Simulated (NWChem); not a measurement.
Molecule: sulfur difluoride (SF2); SMILES FSF

Program: NWChem. Pople sets run with spherical d functions. B3LYP is NWChem's, with the RPA form of VWN correlation. Each level has its own optimisation; frequencies are unscaled.

| level | r F–S (Å) | highest harmonic frequency (cm⁻¹) | lowest (cm⁻¹) | zero-point energy (kcal/mol) | dipole (D) |
|---|---|---|---|---|---|
| Hartree-Fock/STO-3G | 1.641 | 1048 | 379 | 3.5 | 0.85 |
| Hartree-Fock/3-21G | 1.652 | 915 | 339 | 3.1 | 2.17 |
| Hartree-Fock/6-31G* | ___ | ___ | 380 | 3.2 | ___ |
| B3LYP/6-31G* | 1.625 | 831 | 322 | 2.8 | 1.28 |
| LDA (Slater exchange, VWN5)/def2-SVP | 1.613 | 853 | 324 | 2.9 | 1.21 |
| PBE/def2-SVP | 1.638 | 805 | 312 | 2.7 | 1.27 |
| BLYP/def2-SVP | 1.651 | 778 | 305 | 2.6 | 1.38 |
| PBE0/def2-SVP | 1.612 | 865 | 341 | 2.9 | 1.41 |

Q: Fill in the missing entries.

A: 
- Hartree-Fock/6-31G*, r F–S (Å): 1.588
- Hartree-Fock/6-31G*, highest harmonic frequency (cm⁻¹): 940
- Hartree-Fock/6-31G*, dipole (D): 1.62
